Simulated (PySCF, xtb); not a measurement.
C3F3, SMILES [C]#CC(F)(F)F (connectivity only; charge and spin as stated), charge +1, multiplicity 1.

GFN2-xTB run with xtb at its own geometry gives an orbital gap of 1.96 eV.

The structure is a stationary point at ωB97X-D3(BJ)/def2-SVP. The spin state was assumed, not searched. The isomer is the one that the SMILES or the coordinates give; other isomers of the formula were not compared.

Q: What does M06-2X/def2-TZVP (PySCF) give? (An estimate is asked for; the answer gives what the named calculation found.)

A: gap 3.75 eV (levels -18.79 and -15.04 eV).
